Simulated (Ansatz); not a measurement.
Consider the ligand exchange at the Si–C bond: `[SiH3]C([SiH3])I` + `CC(N)S` → `CC(S)N[SiH3]` + `[SiH3]CI`.

Program: Ansatz. Geometries: PBE0-D4/def2-TZVP. ΔE: electronic, gas phase. CCSD(T)/CBS is the MP2 limit (def2-TZVPP, def2-QZVPP) plus CCSD(T) − MP2 in def2-TZVPP, frozen cores. Functionals use def2-TZVPP. B3LYP here is the variant with VWN-RPA as its local correlation; programs differ in this. def2 core potentials past Kr. For I outer-core shells are correlated without core-valence functions, which leaves a few kJ/mol of doubt a bond. Each species was taken in one conformer, which may not be the lowest.

```json
{"level": "PBE-D4", "ΔE (kJ/mol)": "-45.6", "difference from CCSD(T)/CBS": "0.4"}
{"level": "PBE0-D4", "ΔE (kJ/mol)": "-46.5", "difference from CCSD(T)/CBS": "-0.5"}
{"level": "B3LYP-D4", "ΔE (kJ/mol)": "-54.1", "difference from CCSD(T)/CBS": "-8.1"}
{"level": "B2PLYP", "ΔE (kJ/mol)": "-54.1", "difference from CCSD(T)/CBS": "-8.1"}
{"level": "PBE0", "ΔE (kJ/mol)": "-48.0", "difference from CCSD(T)/CBS": "-2.0"}
{"level": "SCS-MP2/def2-TZVPP", "ΔE (kJ/mol)": "-50.2", "difference from CCSD(T)/CBS": "-4.2"}
{"level": "CCSD/def2-TZVPP", "ΔE (kJ/mol)": "-49.7", "difference from CCSD(T)/CBS": "-3.7"}
{"level": "CCSD(T)/def2-TZVPP", "ΔE (kJ/mol)": "-47.7", "difference from CCSD(T)/CBS": "-1.7"}
{"level": "HF/def2-QZVPP", "ΔE (kJ/mol)": "-62.1", "difference from CCSD(T)/CBS": "-16.1"}
{"level": "HF/CBS(def2)", "ΔE (kJ/mol)": "-62.2", "difference from CCSD(T)/CBS": "-16.2"}
{"level": "CCSD(T)/CBS", "ΔE (kJ/mol)": "-46.0", "difference from CCSD(T)/CBS": "0"}
```

Largest T1 diagnostic among the species: 0.011.

In def2-TZVPP, CCSD(T) changes the Hartree–Fock value by +14.0 kJ/mol (the triples alone add +2.0 kJ/mol) and MP2 by +14.4 kJ/mol. The D4 term adds +3.3 kJ/mol with B3LYP and +1.5 kJ/mol with PBE0; it sums over pairs of atoms, weighted by their polarisabilities, and B3LYP, whose exchange is more repulsive, gets the larger term.
